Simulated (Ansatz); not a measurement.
Input file for Ansatz (a first-principles code): R-CCSD(T)/aug-cc-pV(D+d)Z on H2N2S (a complex), monomers drawn apart or pushed together. Files ending in .json are basis or fitting sets from the Basis Set Exchange.

Ansatz 0.2 input:
```yaml
crystal:
  periodic: [false, false, false]
  atoms:
    - {symbol: N, position_ang: [0.40772971, -0.85728750, -0.59430610]}
    - {symbol: N, position_ang: [0.18693513, 0.07186987, -0.06743402]}
    - {symbol: S, position_ang: [-0.43153926, 0.53007563, 4.06436791]}
    - {symbol: H, position_ang: [-0.47958998, 1.13085349, 2.86513242]}
    - {symbol: H, position_ang: [0.89422946, 0.71401320, 4.16932656]}
basis:
  gaussian:
    orbitals: aug-cc-pV_D+d_Z.json
magnetization: {spin_polarized: false}
correlation: {method: ccsd_t, electrons: outside_noble_gas}
scf: {lower_state_search: off}
```

Output:

```
WARN ansatz: RAYON_NUM_THREADS=2 ignored (pool sized by the plan → 2); use --threads N
Functional definition: HF
these checks for a lower state are left out or cut short: stability, starts, cluster_reference, orbital_swaps, neighbouring_geometries, increment
integrals: 0.11 GiB planned
942 factors; integrals over basis functions are off by at most 1.2e-3 eV
mean field: 0.19 GiB planned
mean field evaluation 1: about -13813.3518 eV, gradient 1.5e1 eV
mean field evaluation 2: about -13813.3580 eV, gradient 1.5e1 eV
mean field evaluation 4: about -13814.2205 eV, gradient 1.6e0 eV
mean field evaluation 8: about -13814.2332 eV, gradient 3.0e-4 eV
mean field -13814.23319105 eV, -507.6637061476 hartree, gradient 1.1e-6 eV, S^2 0.000000; 0 other end points of the search recorded, 0 dependent functions left out
7 core orbitals not correlated
reference -13814.23319105 eV, -507.6637061476 hartree; 9, 9 occupied and 80, 80 virtual orbitals, 942 factors
second order -12.86685029 eV of doubles, -0.00000000 eV of singles
coupled cluster: 0.33 GiB planned
cycle   1  -13.05435741 eV  change   -1.9e-1 eV  update   9.1e-2
cycle   2  -13.50786816 eV  change   -4.5e-1 eV  update   2.8e-2
cycle   3  -13.58802487 eV  change   -8.0e-2 eV  update   1.2e-2
cycle   4  -13.59388298 eV  change   -5.9e-3 eV  update   2.9e-3
cycle   5  -13.59512169 eV  change   -1.2e-3 eV  update   7.5e-4
cycle   6  -13.59509498 eV  change    2.7e-5 eV  update   2.0e-4
cycle   7  -13.59523170 eV  change   -1.4e-4 eV  update   6.2e-5
cycle   8  -13.59529137 eV  change   -6.0e-5 eV  update   2.4e-5
cycle   9  -13.59528968 eV  change    1.7e-6 eV  update   6.6e-6
perturbative correction -0.50364902 eV, -0.0185087600 hartree
Total energy: -13828.33212975 eV, -508.1818325883 hartree
Checks for a lower state left out: stability, starts, cluster_reference, orbital_swaps, neighbouring_geometries, increment
```

The calculation finished and met its thresholds.

Cost: about 6 core-seconds (a rough figure).
